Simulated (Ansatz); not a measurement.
One change: `[NH2][GeH2][B](O)O` becomes `OB(O)BS`.

Ansatz, PBE0-D4/def2-TZVP geometries, multiplicity 1. Each molecule was computed in one conformer, which needn't be the lowest.

Scalar relativity is left out up to krypton.

| property | `[NH2][GeH2][B](O)O` |
| --- | --- |
| size of the dipole moment (ωB97M-V/def2-TZVPP) / D | 2.18 |
| LUMO energy (B3LYP/def2-TZVPP) / eV | -0.36 |
| HOMO–LUMO gap (PBE/def2-TZVPP) / eV | 4.46 |
| size of the dipole moment (PBE/def2-TZVPP) / D | 2.10 |
| LUMO energy (PBE/def2-TZVPP) / eV | -0.99 |
| ideal-gas entropy at 298 K and 1 bar (rigid rotor, harmonic PBE0-D4/def2-TZVP) / J/(mol·K) | 379 |

Q: Give the same properties after the change, and the shifts. (Best estimate.)

A: Ansatz gave: 
| property | `OB(O)BS` | shift |
| --- | --- | --- |
| size of the dipole moment (ωB97M-V/def2-TZVPP) / D | 1.23 | -0.95 |
| LUMO energy (B3LYP/def2-TZVPP) / eV | -2.01 | -1.65 |
| HOMO–LUMO gap (PBE/def2-TZVPP) / eV | 4.08 | -0.38 |
| size of the dipole moment (PBE/def2-TZVPP) / D | 1.17 | -0.93 |
| LUMO energy (PBE/def2-TZVPP) / eV | -2.72 | -1.73 |
| ideal-gas entropy at 298 K and 1 bar (rigid rotor, harmonic PBE0-D4/def2-TZVP) / J/(mol·K) | 334 | -45 |

With PBE0 the HOMO falls by 1.33 eV and the LUMO falls by 1.72 eV, so the gap narrows by about 0.39 eV. PBE moves the HOMO by -1.35 eV and ωB97M-V by -1.30 eV. The zero-point energy changes by -48.2 kJ/mol with -6 modes. Dipoles are sizes alone; their direction can turn. Modes under 60 cm⁻¹, often nearly free rotors, make the harmonic entropy too high.

B3LYP here is the variant with VWN-RPA as its local correlation; programs differ in this.
